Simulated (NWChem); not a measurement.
Basis-set convergence for AgF

SMILES: [F][Ag]
```xyz
2

Ag     0.0000     0.0000    -0.3172
F      0.0000     0.0000     1.6566
```
Charge 0, spin multiplicity 1.

Program: NWChem. All single points use one geometry, from PBE0/def2-SVP with def2 effective core potentials on Ag, a minimum by its harmonic frequencies.

Quantity: first vertical ionisation energy at the level G0W0@PBE0.

Effective core potentials replace the inner electrons of Ag; spin-orbit coupling is left out. The structure started from a generated list of species.

| basis | functions | first vertical ionisation energy (eV) |
|---|---|---|
| def2-SVP | 45 | 9.38 |
| def2-SVPD | 57 | 9.89 |
| def2-TZVP | 71 | ___ |
| def2-TZVPD | 80 | ___ |
| def2-TZVPP | 87 | ___ |

Question: Some entries are withheld; supply them.

Answer: 
- def2-TZVP, first vertical ionisation energy (eV): 10.07
- def2-TZVPD, first vertical ionisation energy (eV): 10.13
- def2-TZVPP, first vertical ionisation energy (eV): 10.24
